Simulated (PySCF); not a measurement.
# Ionisation energy of I²⁺ by level of theory

I²⁺ [Kr] 4d10 5s2 5p3 (4S) → I³⁺ [Kr] 4d10 5s2 5p2 (3P), as a difference of total energies. Calculation: PySCF 2.14, in def2-TZVPPD with the def2 core potential (28 electrons) (7s6p4d2f, 59 functions); a scalar-relativistic core potential. Correlated levels: valence and next inner shell: nothing frozen outside the core potential. The calculations carry no spin-orbit coupling.

```
                                method  ionisation energy (eV)
                                   UHF                  29.891
    MP2 (valence and next inner shell)                  30.549
SCS-MP2 (valence and next inner shell)                  30.362
   CCSD (valence and next inner shell)                  30.422
CCSD(T) (valence and next inner shell)                  30.449
```

Problem. How much does correlation contribute at CCSD(T) (valence and next inner shell)?

Solution. 30.449 − (29.891) = 0.558 eV, measured against UHF.

The reference lies between the lowest fine-structure levels, while these numbers refer to the centres of the terms.

Errors of the correlated levels include the incompleteness of this basis.

For comparison: 29.57 ± 0.025 eV (measured; NIST Atomic Spectra Database, ionization energies).
